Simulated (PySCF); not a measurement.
How methods differ on the ionisation energy of Yb⁵³⁺

Yb⁵³⁺ [Ne] 3s2 3p5 (2P) → Yb⁵⁴⁺ [Ne] 3s2 3p4 (3P), as a difference of total energies. All numbers are calculated (PySCF 2.14, the spin-free X2C one-electron Hamiltonian (Gaussian nucleus), in an uncontracted even-tempered set (17 s from 13 bohr⁻², ratio 2.5; 12 p from 17 bohr⁻², ratio 2.5; 4 d from 69 bohr⁻², ratio 2.7; 4 f from 100 bohr⁻², ratio 2.7)). Correlated levels: outer shells: 1s2 frozen; virtual orbitals above 40 to 60 times the deepest correlated orbital energy dropped. The calculations carry no spin-orbit coupling.

```
                method  ionisation energy (eV)
                   UHF                  5184.7
    MP2 (outer shells)                  5185.9
SCS-MP2 (outer shells)                  5185.8
   CCSD (outer shells)                  5185.8
CCSD(T) (outer shells)                  5185.8
```

Spin-orbit coupling is strong in these open shells (close to jj coupling). The scalar numbers leave it out and a first-order estimate fails, so it can dominate the gap to the real levels.

Breit and QED terms and the two-electron picture change are absent.

For comparison: 5101 ± 5 eV (theoretical estimate listed by NIST; NIST Atomic Spectra Database, ionization energies).
